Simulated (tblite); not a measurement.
C₇H₁₁ (doublet state).
Z-matrix (Å and degrees, GFN2-xTB geometry), rows numbered from 1:
```
C 
C   1  1.3205
C   2  1.4862  1  124.66
C   3  1.5514  2  114.94  1   129.40
C   4  1.4890  3   88.50  2   118.96
C   5  1.4735  4  131.41  3  -163.59
C   5  1.4890  4   93.89  3    -1.96
H   1  1.0782  2  121.70  3    -0.21
H   1  1.0769  2  122.13  3   179.82
H   2  1.0832  1  120.26  3  -179.79
H   3  1.0905  2  110.35  1     0.02
H   4  1.0942  3  114.75  2  -122.98
H   4  1.0964  3  114.35  2     1.60
H   6  1.0899  5  110.62  4  -164.40
H   6  1.0903  5  110.53  4   -43.37
H   6  1.0994  5  111.96  4    75.97
H   7  1.0943  3  114.69  2   122.66
H   7  1.0964  3  114.29  2    -1.77
```

The geometry is computed with GFN2-xTB (gas phase). This method treats the open shell by occupation alone, without spin polarisation.

Take the most abundant isotopes and a rigid rotor. The values belong to one conformer with, in the numbering `[CH2:1]=[CH:2][CH:3]1[CH2:4][C:5]([CH3:6])[CH2:7]1`, C1–C2–C3–C4 129°.

Problem. Give the principal moments of inertia and the rotational constants in MHz.

Solution. Ia = 65.02, Ib = 359.11, Ic = 378.42 u·Å²; 505379 MHz·u·Å²/I gives A = 7772, B = 1407, C = 1335 MHz.

Problem. What kind of rotor is it?

Solution. A near-prolate asymmetric top. Ray's parameter κ = (2B − A − C)/(A − C) = -0.978; −1 is the prolate and +1 the oblate limit.

Problem. What does the inertial defect say?

Solution. Not planar: Δ = Ic − Ia − Ib = -45.71 u·Å². For a rigid frame Δ = −2 Σ m c², so Σ m c² = 22.85 u·Å² lies off the ab plane: 12.03 from hydrogen and 10.83 from heavier atoms. The atom farthest from that plane is 1.55 Å away.

Problem. Give the coordinates in the principal-axis frame, origin at the centre of mass.

Solution. The sense of each axis is arbitrary; atoms in the order of the calculation.
```
atom  mass (u)   a (Å)   b (Å)   c (Å)
  C1    12.000   3.011   0.001  -0.182
  C2    12.000   1.726   0.000  -0.487
  C3    12.000   0.622   0.001   0.508
  C4    12.000  -0.462   1.088   0.281
  C5    12.000  -1.464  -0.002   0.121
  C6    12.000  -2.823   0.000  -0.449
  C7    12.000  -0.459  -1.089   0.281
  H8     1.008   3.351   0.005   0.841
  H9     1.008   3.779  -0.003  -0.938
 H10     1.008   1.411  -0.004  -1.523
 H11     1.008   1.025   0.003   1.521
 H12     1.008  -0.618   1.762   1.128
 H13     1.008  -0.298   1.711  -0.606
 H14     1.008  -3.363  -0.900  -0.156
 H15     1.008  -3.378   0.876  -0.111
 H16     1.008  -2.808   0.030  -1.548
 H17     1.008  -0.611  -1.765   1.128
 H18     1.008  -0.294  -1.711  -0.606
```

Problem. Where do the levels up to J = 5 lie, in MHz?

Solution. Above 0(0,0):
J = 1: 1(0,1) 2743, 1(1,1) 9108, 1(1,0) 9179
J = 2: 2(0,2) 8228, 2(1,2) 14521, 2(1,1) 14737, 2(2,1) 33831, 2(2,0) 33832
J = 3: 3(0,3) 16454, 3(1,3) 22642, 3(1,2) 23073, 3(2,2) 42060, 3(2,1) 42063, 3(3,1) 74064, 3(3,0) 74064
J = 4: 4(0,4) 27419, 4(1,4) 33468, 4(1,3) 34186, 4(2,3) 53031, 4(2,2) 53040, 4(3,2) 85036, 4(3,1) 85036, 4(4,1) 129840, 4(4,0) 129840
J = 5: 5(0,5) 41121, 5(1,5) 47000, 5(1,4) 48077, 5(2,4) 66743, 5(2,3) 66764, 5(3,3) 98752, 5(3,2) 98752, 5(4,2) 143556, 5(4,1) 143556, 5(5,1) 201161, 5(5,0) 201161
Those of J = 1 are B + C, A + C and A + B.

For this open shell read J as N, the rotation without spin; fine and hyperfine splittings come on top. Its GFN2-xTB frequencies are all real (lowest 41 cm⁻¹). No vibrational averaging or centrifugal distortion is included, and the geometry carries the error of its method.
